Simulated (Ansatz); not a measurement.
`N[SiH2]CS` → `[SiH3]NCS`  (isomerisation)

Isolated molecules relaxed with PBE0-D4/def2-TZVP in Ansatz; ΔE leaves out vibrations. CCSD(T)/CBS is the MP2 limit (def2-TZVPP, def2-QZVPP) plus CCSD(T) − MP2 in def2-TZVPP, frozen cores. Functionals use def2-TZVPP. One conformer a species, not always the lowest.

```tsv
species	ωB97M-V energy (Eh)
`N[SiH2]CS`	-784.75125
`[SiH3]NCS`	-784.72219
```

(1) Work out ΔE.

Largest T1 diagnostic among the species: 0.011.

Answers

(1) ΔE = (-784.72219) − (-784.75125) = 0.02906 Eh = +76.3 kJ/mol. CCSD(T)/CBS gives +75.9 kJ/mol.

In def2-TZVPP, CCSD(T) changes the Hartree–Fock value by +9.0 kJ/mol (the triples alone add +0.6 kJ/mol) and MP2 by +13.5 kJ/mol.
